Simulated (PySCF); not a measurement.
C2H3O3, SMILES COC([O])=O (connectivity only; charge and spin as stated), charge -1, multiplicity 1. Atoms are numbered in the order given.

```xyz
8

C      0.0205     1.7834     0.0000
O      0.7238     0.5662     0.0000
C     -0.0614    -0.6682     0.0000
O      0.6669    -1.6693     0.0000
O     -1.2998    -0.5262     0.0000
H     -1.0638     1.5914     0.0000
H      0.2910     2.3759     0.8960
H      0.2910     2.3759    -0.8960
```
Charge -1, spin multiplicity 1.

Coordinates come from a TPSSh-D3(BJ)/def2-SVPD optimisation. A frequency run showed that this geometry is not a minimum. The multiplicity is an assumed one; other spin states were not compared. The isomer is the one that the SMILES or the coordinates give; other isomers of the formula were not compared.

All values below come from TPSSh-D3(BJ)/def2-SVPD in PySCF 2.14.0.

No scaling factor is applied to the harmonic values.

**Question.** Give all harmonic wavenumbers and intensities. (The exact figures need the calculation; the answer reports its results.)

**Answer.** 
```csv
mode,ν (cm⁻¹),IR (km/mol),moving atoms (share of kinetic energy)
1,58i,0.3,"H 89 %, O 10 %"
2,143,1.1,"O 63 %, H 21 %, C 16 %"
3,351,5.2,"O 47 %, C 33 %, H 20 %"
4,546,8.5,"O 69 %, C 25 %"
5,645,29.0,"O 82 %, H 11 %"
6,790,301.6,"O 51 %, C 47 %"
7,798,16.1,"C 80 %, O 20 %"
8,1088,213.8,"O 53 %, C 44 %"
9,1169,1.2,"H 78 %, C 18 %"
10,1178,5.0,"H 68 %, C 21 %, O 12 %"
11,1287,225.9,"O 64 %, C 25 %, H 10 %"
12,1415,47.5,"H 79 %, C 15 %"
13,1487,4.5,H 94 %
14,1489,0.1,H 95 %
15,1788,741.2,"C 72 %, O 28 %"
16,2941,207.0,H 97 %
17,2983,126.3,"H 90 %, C 10 %"
18,3073,12.6,"H 91 %, C 9 %"
```
